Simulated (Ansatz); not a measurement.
A ladder of methods for InH3 (SMILES [InH3])

InH3 has 4 atoms, charge 0, and is taken as a singlet. As SMILES, `[InH3]`. The shape was relaxed beforehand at B3LYP/def2-SVP.

```xyz
4

In    0.0139   -0.0151   -0.0051
H     0.4191    1.5296    0.6843
H    -1.1055   -0.1081   -1.3331
H     0.7281   -1.4668    0.6336
```

Each level gives the adiabatic ionisation energy (to the doublet cation, shapes relaxed at B3LYP/def2-SVP, no zero-point term) (eV). The values are calculated.

| level | kind | program | value (eV) | less CCSD(T)/def2-TZVPP |
| --- | --- | --- | --- | --- |
| SVWN5/def2-TZVPP (core potential) | LDA | Ansatz | 9.73 | +0.07 |
| BLYP/def2-TZVPP (core potential) | GGA | Ansatz | 9.43 | -0.23 |
| PBE/def2-TZVPP (core potential) | GGA | Ansatz | 9.45 | -0.21 |
| r2SCAN/def2-TZVPP (core potential) | meta-GGA | Ansatz | 9.54 | -0.12 |
| PBE0-D4/def2-TZVPP (core potential) | global hybrid | Ansatz | 9.54 | -0.12 |
| B2PLYP/def2-TZVPP (core potential) | double hybrid | Ansatz | 9.59 | -0.07 |
| MP2/def2-TZVPP (core potential) | perturbation theory | Ansatz | 9.50 | -0.16 |
| CCSD(T)/def2-TZVPP (core potential) | coupled cluster or CI | Ansatz | 9.66 | 0.00 |

Differences are taken from CCSD(T)/def2-TZVPP (core potential) for orientation; it has basis-set and higher-order errors of its own. Spin-orbit coupling, which can split open shells on such heavy atoms by tenths of an eV, is left out. The values span 9.43 to 9.73 eV. In the correlated wave-function rows the outer d shell of In is correlated, in sets not made for it.
